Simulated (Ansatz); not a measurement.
## Nudged elastic band run: CH$_{9}$PSi$_{2}$

Input file:

```yaml
crystal:
  periodic: [false, false, false]
  atoms:
    - { symbol: C, position_ang: [-1.782188, 0.111445, 0.899624] }
    - { symbol: Si, position_ang: [-0.481523, -1.197698, 0.520322] }
    - { symbol: Si, position_ang: [1.499936, -0.188048, -0.221876] }
    - { symbol: P, position_ang: [1.019919, 1.006527, -2.095512] }
    - { symbol: H, position_ang: [-1.428251, 0.79903, 1.682396] }
    - { symbol: H, position_ang: [-2.015802, 0.706449, 0.004014] }
    - { symbol: H, position_ang: [-2.715025, -0.353211, 1.252411] }
    - { symbol: H, position_ang: [-0.972257, -2.119583, -0.544972] }
    - { symbol: H, position_ang: [-0.19888, -2.013237, 1.737548] }
    - { symbol: H, position_ang: [2.083359, 0.663663, 0.856114] }
    - { symbol: H, position_ang: [2.51274, -1.2158, -0.595942] }
    - { symbol: H, position_ang: [2.224549, 1.766163, -2.083014] }
    - { symbol: H, position_ang: [0.273723, 1.999599, -1.396312] }
basis:
  gaussian: { orbitals: def2-SVP }
hamiltonian:
  xc: cam_b3lyp
  dispersion: d4
neb:
  order_check: false
  images: 6
  f_tol: 0.05
  max_iterations: 60
  initial_path: idpp
  climbing: false
  final_atoms:
    - { symbol: C, position_ang: [-1.81214421, 0.09742225, 0.82100194] }
    - { symbol: Si, position_ang: [-0.50861385, -1.2166192, 0.46758617] }
    - { symbol: Si, position_ang: [1.5040825, -0.21517674, -0.19782819] }
    - { symbol: P, position_ang: [1.05697885, 1.1320304, -1.97375293] }
    - { symbol: H, position_ang: [-2.01214612, 0.70224323, -0.07669976] }
    - { symbol: H, position_ang: [-2.75992708, -0.36406578, 1.13556033] }
    - { symbol: H, position_ang: [-1.48091761, 0.77523858, 1.62228787] }
    - { symbol: H, position_ang: [-0.97219699, -2.11842842, -0.62706867] }
    - { symbol: H, position_ang: [-0.27180346, -2.05265017, 1.68130987] }
    - { symbol: H, position_ang: [2.11770082, 0.5344914, 0.93772857] }
    - { symbol: H, position_ang: [2.48240908, -1.24374681, -0.65362912] }
    - { symbol: H, position_ang: [2.30034322, 1.82556397, -1.93283243] }
    - { symbol: H, position_ang: [0.37653485, 2.10899628, -1.18886263] }
```

Command:

```bash
$ ansatz run input.yaml --threads 2 --pin off --max-ram 3072MiB --backend cpu --events-out ev --progress --plain --runs-dir out
```

Output, in part (warnings, iteration lines, the closing report on the highest movable image, with atoms numbered from 0):

```
NEB end point (image 0): max|allowed force component| = 8.184e-3 eV/Å (the criterion of neb.relax_end_points is 1.000e-2)
NEB end point (image 7): max|allowed force component| = 1.189e-2 eV/Å (the criterion of neb.relax_end_points is 1.000e-2)
NEB iter   1: max|band force component| = 5.662e-1 eV/Å  barrier→ = 0.0957 eV  barrier← = 0.0963 eV  Δτ_max = 0.0570 Å  (185 SCF iters)
NEB iter   2: max|band force component| = 2.548e-1 eV/Å  barrier→ = 0.0720 eV  barrier← = 0.0726 eV  Δτ_max = 0.0326 Å  (140 SCF iters)
NEB iter   3: max|band force component| = 8.408e-2 eV/Å  barrier→ = 0.0703 eV  barrier← = 0.0709 eV  Δτ_max = 0.0171 Å  (142 SCF iters)
NEB iter   4: max|band force component| = 2.961e-2 eV/Å  barrier→ = 0.0683 eV  barrier← = 0.0689 eV  Δτ_max = 0.0000 Å  (275 SCF iters)
Total energy: -26218.93697931 eV, -963.5281621558 hartree
Atom 0 at    -1.893900     0.082619     0.676902 Å, force    -0.023257     0.026122     0.012398 eV/Å
Atom 1 at    -0.573883    -1.224570     0.313662 Å, force     0.017812    -0.017090    -0.006903 eV/Å
Atom 2 at     1.513468    -0.231315    -0.072706 Å, force     0.003130    -0.000385    -0.001362 eV/Å
Atom 3 at     1.301534     1.227079    -1.803739 Å, force     0.002541    -0.003339    -0.008291 eV/Å
Atom 4 at    -1.459635     1.085896     0.801159 Å, force    -0.000845    -0.013521     0.016659 eV/Å
Atom 5 at    -2.625969     0.135940    -0.141798 Å, force     0.011206     0.009795    -0.011525 eV/Å
Atom 6 at    -2.441139    -0.159526     1.599633 Å, force    -0.003278    -0.004034    -0.011474 eV/Å
Atom 7 at    -0.944232    -2.019500    -0.893154 Å, force    -0.004676    -0.005097     0.005319 eV/Å
Atom 8 at    -0.448093    -2.178049     1.454607 Å, force     0.002285     0.003963     0.005450 eV/Å
Atom 9 at     2.003094     0.440094     1.167233 Å, force    -0.000088    -0.000959     0.001796 eV/Å
Atom 10 at     2.520023    -1.255946    -0.471288 Å, force     0.000947     0.003686    -0.004332 eV/Å
Atom 11 at     2.534916     1.897916    -1.562925 Å, force    -0.004670     0.000817     0.002463 eV/Å
Atom 12 at     0.534116     2.164660    -1.052785 Å, force    -0.001107     0.000040    -0.000197 eV/Å
Dipole moment:    -0.108028     0.122604     0.192579 e Å
```

The forces met the threshold. No image climbed, so the highest image needn't sit at the top of the path.

Final band (atoms are numbered from 1 in the order of the input):

```csv
image,path coordinate (Å),energy (eV),dihedral H5–C1–Si2–Si3 (°)
0,0.00,0.000,-60
1,0.53,0.011,-44
2,1.05,0.042,-26
3,1.58,0.068,-9
4,2.10,0.068,9
5,2.63,0.042,27
6,3.15,0.012,44
7,3.68,-0.001,60
```

The run took 100 s on 2 threads of Arm Neoverse V1 (shared host), peak memory 0.34 GiB.
